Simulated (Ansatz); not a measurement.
Ansatz results at the PBE0-D4/def2-TZVP geometry: size of the dipole moment (ωB97M-V/def2-TZVPP) 1.35 D; HOMO–LUMO gap (B3LYP/def2-TZVPP) 7.13 eV; LUMO energy (PBE/def2-TZVPP) -2.66 eV.

Each molecule was computed in one conformer, which needn't be the lowest.

Q: Which molecule gave them?
A. `[OH][Ge]([OH])([F])[Cl]`
B. `[Cl][GeH2][SeH]`
C. `[CH3][GeH2][Cl]`
D. `F[Si](F)(F)[Ge]([F])([F])[Si](F)(F)F`

A: D. The others give `[OH][Ge]([OH])([F])[Cl]`: 1.92, 8.08, -1.98; `[Cl][GeH2][SeH]`: 2.23, 5.99, -1.66; `[CH3][GeH2][Cl]`: 2.44, 8.11, -0.79.

B3LYP here is the variant with VWN-RPA as its local correlation; programs differ in this.
